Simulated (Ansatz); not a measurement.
Consider the substitution at a C–S bond: `C#CSC=O` + `[NH2][GeH3]` → `O=C[NH][GeH3]` + `C#CS`.

Program: Ansatz. Geometries: PBE0-D4/def2-TZVP. ΔE: electronic, gas phase. CCSD(T)/CBS is the MP2 limit (def2-TZVPP, def2-QZVPP) plus CCSD(T) − MP2 in def2-TZVPP, frozen cores. This one scheme is used for every species. Functionals use def2-TZVPP. HSE06 is defined as in plane-wave codes. For Ge outer-core shells are correlated without core-valence functions, which leaves a few kJ/mol of doubt a bond. Scalar relativity is left out up to krypton. Each species was taken in one conformer, which may not be the lowest.

(1) Is it downhill or uphill in electronic energy at CCSD(T)/CBS, and by how much? (Estimate.)

(2) What do these levels give: B97M-V, HSE06-D4, LC-ωPBE, SCS-MP2/def2-TZVPP, HF/def2-QZVPP, CCSD/CBS(def2)? (An estimate is asked.)

Largest T1 diagnostic among the species: 0.017.

Results:

(1) Computed: Downhill: ΔE = -0.54 eV.

(2) Computed: B97M-V -0.51, HSE06-D4 -0.56, LC-ωPBE -0.66, SCS-MP2/def2-TZVPP -0.55, HF/def2-QZVPP -0.75, CCSD/CBS(def2) -0.59 eV.

In def2-TZVPP, CCSD(T) changes the Hartree–Fock value by +0.18 eV (the triples alone add +0.05 eV) and MP2 by +0.22 eV. Leaving LDA and LC-ωPBE aside and taking each functional with its dispersion term where it has one, the values, not all of them listed here, spread over 0.22 eV, from BHLYP-D4 to revPBE-D4. LDA lies −0.13 eV from PBE without D4.
